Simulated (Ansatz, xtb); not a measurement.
**C5H3NOS: which of two isomers lies lower**

We compare X, `N#Cc1ccc(O)s1`, a singlet, with Y, `c1nc2sccc2o1`, a singlet. Both are isolated molecules in the gas phase, relaxed with r2SCAN-D4/def2-SVP; the shapes shown needn't be the lowest conformers.

X (Å):

| atom | x (Å) | y (Å) | z (Å) |
| --- | --- | --- | --- |
| C | -3.5027 | -0.1693 | -0.2240 |
| C | -2.3756 | 0.5944 | 0.1355 |
| C | -2.3096 | 1.9323 | 0.4931 |
| C | -1.0033 | 2.3771 | 0.7951 |
| C | -0.0668 | 1.3697 | 0.6665 |
| N | -4.4340 | -0.8090 | -0.5233 |
| O | 1.2461 | 1.5129 | 0.8910 |
| S | -0.7815 | -0.1395 | 0.1719 |
| H | -3.1996 | 2.5627 | 0.5302 |
| H | -0.7332 | 3.3894 | 1.0971 |
| H | 1.7167 | 0.6814 | 0.7415 |

Y (Å):

```xyz
11

C    -1.9050    1.4641    2.5917
C    -1.0218    2.0424    0.7890
C    -0.8147    1.2226   -1.5175
C    -1.5631    0.3387   -0.7660
C    -1.6626    0.8393    0.5524
N    -1.1863    2.4259    2.0930
O    -2.2400    0.4575    1.7236
S    -0.2479    2.6240   -0.6434
H    -2.2735    1.3584    3.6110
H    -0.5528    1.1304   -2.5718
H    -1.9934   -0.5848   -1.1531
```

Quicker runs give these differences E(Y) − E(X): GFN2-xTB −116.59 kJ/mol; HF/STO-3G −65.23 kJ/mol (at GFN2-xTB geometries); r2SCAN-D4/def2-SVP//GFN2-xTB −21.46 kJ/mol.

Question: Estimate E(Y) − E(X) at the level CCSD(T)/def2-SVP + ΔMP2/def2-TZVPP.

Answer: Too close to call at this level: CCSD(T)/def2-SVP + ΔMP2/def2-TZVPP gives E(Y) − E(X) = +4.99 kJ/mol.

The same difference at several levels:

```csv
level,geometry,E(Y) − E(X) (kJ/mol),departure from the last row (kJ/mol),"job, with rough time for the two"
GFN2-xTB,GFN2-xTB,−116.59,−121.58,"optimisation, 0.16 s"
HF/STO-3G,GFN2-xTB,−65.23,−70.21,"single point, 0.4 s"
r2SCAN-D4/def2-SVP//GFN2-xTB,GFN2-xTB,−21.46,−26.44,"single point, 4 s"
r2SCAN-D4/def2-SVP,r2SCAN-D4/def2-SVP,−21.79,−26.77,"optimisation, 29 s"
HF/def2-SVP,r2SCAN-D4/def2-SVP,+21.18,+16.20,part of the CCSD(T) run
MP2/def2-SVP,r2SCAN-D4/def2-SVP,+7.13,+2.14,part of the CCSD(T) run
CCSD(T)/def2-SVP,r2SCAN-D4/def2-SVP,+5.77,+0.79,single point
CCSD(T)/def2-SVP + ΔMP2/def2-TZVPP,r2SCAN-D4/def2-SVP,+4.99,,"single point, 62 s"
```

As drawn, Y has 2 C∷N, 2 C∷O, 1 C–H in place of 1 C≡N, 1 C–C, 1 C–O, 1 O–H (∷ is an aromatic bond). Structure X has a 5-membered ring (with an aromatic ring), Y 2 5-membered rings (with an aromatic ring).

GFN2-xTB, HF/STO-3G, r2SCAN-D4/def2-SVP//GFN2-xTB, r2SCAN-D4/def2-SVP put the two in the other order. The largest departure from CCSD(T)/def2-SVP + ΔMP2/def2-TZVPP is that of GFN2-xTB, 121.58 kJ/mol. The last row adds to CCSD(T) the change of the MP2 difference between the two basis sets, here −0.79 kJ/mol.

With thermal terms from frequencies at re-optimised GFN2-xTB minima (ideal gas, soft modes damped towards free rotors, one conformer each, 298.15 K, 1 atm): on the last row, ΔE + ΔZPE = +13.13, ΔH = +8.73, ΔG = +18.17 kJ/mol.

The correlated steps freeze 12 core orbitals. Run with Ansatz 0.2.0, xtb 6.7.1; the last row on 4 threads of Arm Neoverse V1 on a shared host.
